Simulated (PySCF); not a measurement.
Molecule: 3-hydroxy-1-fluorobenzene (SMILES Oc1cccc(F)c1).

Structure with atom numbers: `[OH:1][c:2]1[cH:3][cH:4][cH:5][c:6]([F:7])[cH:8]1`; H(Xn) means a hydrogen on atom n.

Geometry PBE0-D3(BJ)/def2-SVP throughout; GIAO in PySCF 2.14.0 with density-fitted response routines, gas phase, one conformer, non-relativistic; equivalent atoms averaged; functional PBE0.

Question: How do the absolute shieldings σ depend on the basis set? (a selection of nuclei; ppm; last column core-seconds on shared hosts with different chips, so compare them loosely)

Answer: 
| basis set | functions | C6 | C2 | C4 | C3 | F7 | H(C4) | H(C3) | H(C5) | H(O1) | core-s |
| --- | --- | --- | --- | --- | --- | --- | --- | --- | --- | --- | --- |
| STO-3G | 45 | 106.3 | 108.8 | 122.6 | 139.0 | 318.4 | 25.73 | 26.25 | 26.36 | 29.20 | 4 |
| pcSseg-0 | 82 | 13.1 | 23.1 | 51.3 | 71.6 | 281.2 | 25.44 | 25.96 | 26.26 | 29.33 | 5.7 |
| 6-31G | 82 | 40.1 | 48.5 | 72.1 | 90.3 | 295.8 | 25.32 | 25.82 | 26.10 | 29.17 | 8.1 |
| 6-31G* | 122 | 37.7 | 45.4 | 68.8 | 89.8 | 302.9 | 24.77 | 25.51 | 25.68 | 28.53 | 13 |
| cc-pVDZ | 137 | 33.6 | 40.7 | 65.9 | 87.9 | 299.7 | 24.16 | 24.81 | 24.91 | 28.03 | 14 |
| def2-SVP | 137 | 30.9 | 39.0 | 64.0 | 85.8 | 304.3 | 24.24 | 24.84 | 25.01 | 27.83 | 13 |
| pcSseg-1 | 161 | 13.1 | 20.9 | 47.5 | 69.6 | 286.8 | 23.95 | 24.49 | 24.62 | 27.36 | 20 |
| aug-cc-pVDZ | 229 | 33.1 | 39.8 | 65.3 | 86.8 | 304.7 | 23.96 | 24.55 | 24.66 | 27.55 | 32 |
| 6-311+G(2d,p) | 246 | 17.3 | 24.6 | 51.8 | 73.6 | 291.6 | 24.12 | 24.70 | 24.82 | 27.86 | 36 |
| def2-TZVP | 278 | 14.8 | 22.3 | 50.0 | 72.7 | 290.7 | 24.05 | 24.70 | 24.83 | 27.77 | 44 |
| cc-pVTZ | 310 | 16.7 | 24.3 | 51.4 | 74.2 | 290.1 | 23.91 | 24.54 | 24.65 | 27.37 | 50 |
| IGLO-III | 330 | 8.7 | 16.3 | 44.0 | 66.9 | 289.7 | 23.98 | 24.57 | 24.68 | 27.51 | 53 |

Question: Which nucleus among those listed moves most, in ppm?

Answer: C6 (aromatic carbon bearing fluorine): from 8.7 ppm with IGLO-III to 106.3 ppm with STO-3G. The smallest spread is 1.74 ppm, at H(C5). Proton shifts span only some 12 ppm, so a few tenths of a ppm matter as much there as several ppm in carbon.

Question: Taking the largest basis, IGLO-III (330 functions), as the yardstick, rank the others by their worst heavy-atom deviation.

Answer: pcSseg-1 4.6 ppm (161 functions), def2-TZVP 6.1 ppm (278 functions), cc-pVTZ 8.0 ppm (310 functions), pcSseg-0 8.4 ppm (82 functions), 6-311+G(2d,p) 8.6 ppm (246 functions), def2-SVP 22.7 ppm (137 functions), aug-cc-pVDZ 24.4 ppm (229 functions), cc-pVDZ 24.9 ppm (137 functions), 6-31G* 29.1 ppm (122 functions), 6-31G 32.1 ppm (82 functions), STO-3G 97.6 ppm (45 functions).

A small basis that lands close on one nucleus may do so by chance; judge by the trend and by all nuclei.
